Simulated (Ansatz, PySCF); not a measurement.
System: sum formula SiBr₂Cl (charge 0, doublet). It need not be the lowest isomer of its formula. SMILES: Cl[Si](Br)Br
Geometry from a B3LYP-D3(BJ)/def2-TZVP (Ansatz, an electronic-structure program) optimisation:
```xyz
4

Cl    -0.3491    -0.6659     2.2179
Si    -0.4102    -0.5939     0.1593
Br     1.6635    -0.7752    -0.6519
Br    -1.3299     1.3362    -0.4891
```
Charge 0, spin multiplicity 2.

Property: atomisation energy (electronic, to ground-state atoms), in kcal/mol. Cores are frozen in the correlated levels unless marked. Open shells are spin-unrestricted. No spin-orbit coupling. The frozen core is the preceding noble-gas configuration, with the filled d and f shells of earlier blocks. No relativistic terms. The coupled-cluster limit lacks core correlation, which all-electron functionals hold. CBS marks a two-point X^-3 extrapolation of the correlation energy; Hartree-Fock from the larger set. The bracket is a focal-point correction in the basis named.

| level | program | atomisation energy (kcal/mol) |
|---|---|---|
| PBE/def2-TZVPD | Ansatz | 255.3 |
| revPBE/def2-TZVPD | Ansatz | [?] |
| PBE0/def2-SVP | Ansatz | 245.4 |
| BHLYP-D4/def2-TZVPD | Ansatz + dftd4 | 236.9 |
| TPSSh-D3(BJ)/def2-TZVPD | PySCF + dftd3 | 253.9 |
| r2SCAN0-D4/def2-TZVPD | Ansatz + dftd4 | [?] |
| HSE06-D4/def2-TZVPD | Ansatz + dftd4 | 254.5 |
| B2GP-PLYP/def2-TZVPD | Ansatz | [?] |
| SCS-MP2/def2-SVP | Ansatz | 219.1 |
| CCSD/6-31G* | Ansatz | [?] |
| RI-MP2/CBS(def2-TZVPPD,def2-QZVPPD)+[CCSD(T)-MP2]/def2-TZVPPD | Ansatz | 246.7 |

Q: What belongs in the gaps?

A: 
- revPBE/def2-TZVPD, atomisation energy (kcal/mol): 241.6
- r2SCAN0-D4/def2-TZVPD, atomisation energy (kcal/mol): 252.0
- B2GP-PLYP/def2-TZVPD, atomisation energy (kcal/mol): 241.4
- CCSD/6-31G*, atomisation energy (kcal/mol): 208.7
